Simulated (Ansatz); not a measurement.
CH3GaOS (`C1[O][GaH][S]1`) at its PBE0-D4/def2-TZVP geometry, where that method's forces vanish. Total charge 0; spin multiplicity 1.

```tsv
atom	x (Å)	y (Å)	z (Å)
C1	-0.1503	0.2815	-0.9468
O2	-0.9282	0.4714	0.2018
Ga3	0.1711	-0.3821	1.3717
S4	1.3689	-0.6667	-0.4338
H5	0.1696	1.2343	-1.3782
H6	-0.6825	-0.3053	-1.7008
H7	0.0513	-0.6331	2.8861
```

For each bond, give half the difference of the two atoms' forces along it (eV/Å; positive pushes the atoms apart) under PBE-D4, r2SCAN-D4, B3LYP-D4, ωB97M-V in def2-TZVPP. (Estimate.)

Computed: 
| bond | length (Å) | PBE-D4 | r2SCAN-D4 | B3LYP-D4 | ωB97M-V |
| --- | --- | --- | --- | --- | --- |
| C1–O2 | 1.400 | 0.32 | 0.23 | 0.29 | 0.35 |
| C1–S4 | 1.863 | 0.17 | 0.17 | 0.31 | 0.03 |
| C1–H5 | 1.094 | 0.09 | -0.07 | -0.19 | -0.17 |
| C1–H6 | 1.094 | 0.09 | -0.07 | -0.19 | -0.17 |
| O2–Ga3 | 1.818 | 0.48 | 0.10 | 0.27 | 0.03 |
| Ga3–S4 | 2.185 | 0.34 | 0.10 | 0.34 | 0.04 |
| Ga3–H7 | 1.540 | -0.20 | -0.15 | -0.26 | -0.17 |

B3LYP here is the variant with VWN-RPA as its local correlation; programs differ in this.
